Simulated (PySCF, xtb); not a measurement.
In(Me)3 (C3H9In), SMILES [CH3][In]([CH3])[CH3].

GFN2-xTB run with xtb at its own geometry gives an orbital gap of 3.78 eV and a dipole moment of 0.02 D.

Coordinates come from a ωB97X-D3(BJ)/def2-SVP optimisation. The isomer is the one that the SMILES or the coordinates give; other isomers of the formula were not compared. The def2 effective core potentials stand for the cores of In; spin–orbit coupling is left out.

### Question
What does M06-2X/def2-TZVP in PySCF give? (The exact figures need the calculation; the answer reports its results.)

### Answer
gap 7.62 eV (levels -8.11 and -0.49 eV), dipole 0.02 D.
